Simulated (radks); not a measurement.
Q: All-electron atom: the xenon ion Xe2+ in [Kr] 4d10 5s2 5p4 (the NIST ground configuration). Method: non-relativistic Kohn-Sham, exchange-only LDA, spin-polarised, spherical densities, point nucleus; open shells are filled with parallel spins first (spin-orbit coupling, left out, can overturn this in heavy ions); relativity is left out, which matters for an element this heavy; computed with a radial shooting solver on a logarithmic mesh with Libxc functionals. Some entries of the table are withheld. Estimate them.

orbital,occ.,eigenvalue (hartree),<r> (bohr)
1s up,1,-1209.369,0.02817
1s down,1,-1209.366,0.02817
2s up,1,-184.0237,0.1211
2s down,1,-184.0218,0.1211
2p up,3,-173.2951,0.1031
2p down,3,-173.2923,0.1031
3s up,1,-38.12170,0.3209
3s down,1,-38.11846,0.3209
3p up,3,-33.57309,0.3110
3p down,3,-33.56960,0.3110
3d up,5,-25.08340,0.2814
3d down,5,-25.08018,0.2814
4s up,1,-7.39070,0.7473
4s down,1,-7.38316,0.7470
4p up,3,-5.77649,(1)
4p down,3,-5.76802,(2)
4d up,5,-3.00035,0.8721
4d down,5,-2.98768,0.8688
5s up,1,-1.35596,(3)
5s down,1,-1.28960,(4)
5p up,3,-0.96150,2.115
5p down,1,-0.89407,2.128

A: 
(1) 4p up <r> (bohr): 0.7783
(2) 4p down <r> (bohr): 0.7776
(3) 5s up <r> (bohr): 1.858
(4) 5s down <r> (bohr): 1.855
